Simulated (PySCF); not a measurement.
Cd(44+) (cadmium, charge +44): Hartree-Fock from Schrödinger to Dirac-Coulomb-Breit

Occupied: 1s1/2, 2s1/2. Hartree-Fock calculated with PySCF 2.14 in an even-tempered Gaussian basis (19 s from 7.4 bohr⁻², ratio 2.3; 14 p from 8.9 bohr⁻², ratio 2.3), Gaussian nucleus throughout. NR is non-relativistic, sf-X2C the spin-free one-electron X2C Hamiltonian, X2C adds the bare one-electron spin-orbit term, X2C-SNSO screens it by Boettger's factors, DC is four-component Dirac-Coulomb, and the Gaunt and Breit terms are added at first order (total energies over the DC spinors, levels after relaxing the spinors in that mean field). QED terms are absent. Levels marked empty are virtual spinors of this ion.

```json
{"Hamiltonian": "NR", "E (hartree)": "-2805.3372", "E − E(DC) (hartree)": "94.9715", "CPU seconds": "0.22"}
{"Hamiltonian": "sf-X2C", "E (hartree)": "-2899.4173", "E − E(DC) (hartree)": "0.8914", "CPU seconds": "0.13"}
{"Hamiltonian": "X2C", "E (hartree)": "-2899.4173", "E − E(DC) (hartree)": "0.8914", "CPU seconds": "0.16"}
{"Hamiltonian": "X2C-SNSO", "E (hartree)": "-2899.4173", "E − E(DC) (hartree)": "0.8914", "CPU seconds": "0.2"}
{"Hamiltonian": "DC", "E (hartree)": "-2900.3087", "E − E(DC) (hartree)": "0.0000", "CPU seconds": "3.4"}
{"Hamiltonian": "DC+Gaunt", "E (hartree)": "-2898.4634", "E − E(DC) (hartree)": "1.8453", "CPU seconds": "5"}
{"Hamiltonian": "DC+Breit", "E (hartree)": "-2898.5005", "E − E(DC) (hartree)": "1.8082", "CPU seconds": "46"}
```

Problem. Give the 2p spin-orbit interval with each Hamiltonian that has one.

Solution. X2C 228.3; X2C-SNSO 218.4; DC 220.0; DC+Gaunt 216.1; DC+Breit 216.1 (eV).

```json
{"level (eV)": "1s1/2", "NR": "-30031.3", "sf-X2C": "-30966.6", "X2C": "-30966.6", "X2C-SNSO": "-30966.6", "DC": "-30988.1", "DC+Gaunt": "-30943.8", "DC+Breit": "-30944.3"}
{"level (eV)": "2s1/2", "NR": "-7133.3", "sf-X2C": "-7413.9", "X2C": "-7413.9", "X2C-SNSO": "-7413.9", "DC": "-7416.2", "DC+Gaunt": "-7411.2", "DC+Breit": "-7411.7"}
{"level (eV)": "2p1/2 (empty)", "NR": "-6863.7", "sf-X2C": "-6970.1", "X2C": "-7127.3", "X2C-SNSO": "-7120.3", "DC": "-7122.3", "DC+Gaunt": "-7113.1", "DC+Breit": "-7114.4"}
{"level (eV)": "2p3/2 (empty)", "NR": "-6863.7", "sf-X2C": "-6970.1", "X2C": "-6899.0", "X2C-SNSO": "-6901.9", "DC": "-6902.3", "DC+Gaunt": "-6897.0", "DC+Breit": "-6898.4"}
{"level (eV)": "3s1/2 (empty)", "NR": "-3032.4", "sf-X2C": "-3125.9", "X2C": "-3125.9", "X2C-SNSO": "-3125.9", "DC": "-3126.5", "DC+Gaunt": "-3125.1", "DC+Breit": "-3125.3"}
```

Weight of the small component: 1s1/2 0.0312, 2s1/2 0.00738, 2p1/2 0.00726, 2p3/2 0.00702, 3s1/2 0.00309.

Koopmans' value for the highest occupied level at DC+Breit: 7411.7 eV, against an ionisation energy of 7414 ± 7 eV (semi-empirical (NIST evaluation); NIST Atomic Spectra Database, ionization energies); the former lacks relaxation, correlation, QED and recoil.

The whole ladder took 56 s of wall time on 1 thread of Intel(R) Xeon(R) 6975P-C (shared host), launched as `OMP_NUM_THREADS=1 python relrun2.py TASK.json OUT` (a driver that calls PySCF for each Hamiltonian).

Dirac-Coulomb iterations, started from the X2C spinors:

```
with_ssss True, with_gaunt False, with_breit False
light speed = 137.03599967994
init E= -2888.73445487008
cycle= 1 E= -2900.30868817744  delta_E= -11.6  |g|= 0.838  |ddm|= 0.0539
cycle= 2 E= -2900.30873734663  delta_E= -4.92e-05  |g|= 0.00201  |ddm|= 0.000478
cycle= 3 E= -2900.30873734764  delta_E= -1.01e-09  |g|= 5.73e-06  |ddm|= 8.11e-06
```
